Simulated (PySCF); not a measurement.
Cl₄H₃HfN, SMILES [NH3]->[Hf]([Cl])([Cl])([Cl])[Cl], multiplicity 1.

The structure is a stationary point at PBE-D3(BJ)/def2-SVP. The spin state was assumed, not searched. The def2 effective core potentials stand for the cores of Hf; spin–orbit coupling is left out.

The numbers are results of PBE/def2-TZVP run with PySCF, not measurements.

Symmetry labels are those of the subgroup Cs that the program uses (full group C3v).

Computed valence orbital energies around the gap with their symmetry:
```json
[
 {"orbital": "HOMO−7", "symmetry": "A\"", "energy (eV)": "-8.55"},
 {"orbital": "HOMO−6", "symmetry": "A'", "energy (eV)": "-8.55"},
 {"orbital": "HOMO−5", "symmetry": "A'", "energy (eV)": "-8.29"},
 {"orbital": "HOMO−4", "symmetry": "A\"", "energy (eV)": "-8.29"},
 {"orbital": "HOMO−3", "symmetry": "A\"", "energy (eV)": "-7.89"},
 {"orbital": "HOMO−2", "symmetry": "A'", "energy (eV)": "-7.76"},
 {"orbital": "HOMO−1", "symmetry": "A\"", "energy (eV)": "-7.48"},
 {"orbital": "HOMO", "symmetry": "A'", "energy (eV)": "-7.48"},
 {"orbital": "LUMO", "symmetry": "A\"", "energy (eV)": "-2.58"},
 {"orbital": "LUMO+1", "symmetry": "A'", "energy (eV)": "-2.58"},
 {"orbital": "LUMO+2", "symmetry": "A'", "energy (eV)": "-1.87"},
 {"orbital": "LUMO+3", "symmetry": "A\"", "energy (eV)": "-1.87"}
]
```
